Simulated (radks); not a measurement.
Problem. The antimony ion Sb4+, [Kr] 4d10 5s1. Method: non-relativistic Kohn-Sham, r2SCAN, spin-polarised, spherical densities, point nucleus; meta-GGA in the generalised Kohn-Sham scheme; computed with a radial shooting solver on a logarithmic mesh with Libxc functionals. Every spin shell is full or empty, so the densities are truly spherical. Functionals are evaluated on that one density, not self-consistently. Rank these exchange functionals by their error against the exact value of the orbitals, and give that value: LDA, PBE, revPBE, PW86, OPTX, WC, AM05, B86b, G96, APBE, SCAN, MS2, Tao-Mo.

Solution. Exact: -162.732 hartree. From best to worst, with 100 (|E| - |E exact|)/|E exact| (equal figures are ties): B86b -0.05, SCAN +0.15, PW86 -0.24, APBE +0.26, G96 +0.31, revPBE -0.32, PBE -0.47, MS2 -0.62, Tao-Mo -0.84, WC -0.90, OPTX +1.23, AM05 -4.54, LDA -4.88.
